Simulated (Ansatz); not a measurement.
Born–Oppenheimer molecular dynamics of AlBClH₂N (6 atoms, charge 0, multiplicity 1). It goes on from the last frame of an earlier run, with new velocities.

These are results of Ansatz, RKS PBE0-D4/def2-SVP, not measurements.

| Property | Result |
| --- | --- |
| ensemble | NVT, Nosé–Hoover chain |
| time step | 0.5 fs |
| steps asked | 100 |
| set temperature | 300 K |
| thermostat | time constant 100 fs, chain length 3 (defaults) |
| seed | 981435 |

First frame:

```xyz
6
Properties=species:S:1:pos:R:3
Cl -1.318 -2.817 0.610
Al -0.430 -1.082 -0.189
B 0.736 0.546 -0.727
N -0.022 0.651 0.443
H 1.619 1.152 -1.264
H 0.072 1.482 1.151
```

**Question.** What does the run give?

**Answer.** All steps were run.

```yaml
steps_done: 100
time_covered: 50 fs
mean_temperature_over_the_second_half: 291 K
spread_of_the_potential_energy_over_the_second_half: 8.4 meV per atom
mean_potential_energy_of_the_second_half_above_the_start: 0.3 meV per atom
```

The conserved energy stayed within 0.41 meV per atom of its start (net change -0.38 meV per atom), so the integration is sound. A run of 0.05 ps of so small a system gives no equilibrium averages.

**Question.** What happens to the structure?

**Answer.** The same pairs are bonded in the first frame and the last. Pairs count as bonded within 1.25 times the sum of covalent radii (0.12 Å more for H–H). The details hang on the random start.

**Question.** How do temperature and energy run in time?

**Answer.** 
| time (fs) | T (K) | potential energy less start (eV) | conserved less start (meV/atom) |
| --- | --- | --- | --- |
| 0.0 | 300 | 0.000 | 0.00 |
| 1.5 | 351 | -0.027 | -0.10 |
| 3.0 | 314 | -0.009 | -0.22 |
| 4.5 | 157 | 0.075 | 0.24 |
| 6.0 | 363 | -0.034 | -0.21 |
| 7.5 | 449 | -0.079 | -0.30 |
| 9.0 | 226 | 0.039 | 0.12 |
| 10.5 | 244 | 0.030 | 0.13 |
| 12.0 | 499 | -0.105 | -0.36 |
| 13.5 | 417 | -0.061 | -0.09 |
| 15.0 | 324 | -0.012 | 0.05 |
| 16.5 | 397 | -0.052 | -0.21 |
| 18.0 | 320 | -0.011 | 0.03 |
| 19.5 | 341 | -0.022 | -0.01 |
| 21.0 | 411 | -0.060 | -0.25 |
| 22.5 | 256 | 0.022 | -0.07 |
| 24.0 | 192 | 0.056 | 0.17 |
| 25.5 | 424 | -0.068 | -0.41 |
| 27.0 | 294 | 0.001 | -0.08 |
| 28.5 | 116 | 0.095 | 0.19 |
| 30.0 | 270 | 0.014 | -0.04 |
| 31.5 | 433 | -0.072 | -0.35 |
| 33.0 | 298 | 0.000 | 0.08 |
| 34.5 | 310 | -0.008 | -0.16 |
| 36.0 | 307 | -0.006 | -0.10 |
| 37.5 | 261 | 0.018 | -0.01 |
| 39.0 | 292 | 0.002 | -0.06 |
| 40.5 | 298 | -0.003 | -0.24 |
| 42.0 | 121 | 0.091 | 0.14 |
| 43.5 | 236 | 0.031 | -0.04 |
| 45.0 | 430 | -0.072 | -0.36 |
| 46.5 | 254 | 0.021 | 0.01 |
| 48.0 | 180 | 0.060 | 0.19 |
| 49.5 | 437 | -0.075 | -0.24 |

Run time: 2.8 min on 1 CPU thread of a shared host.
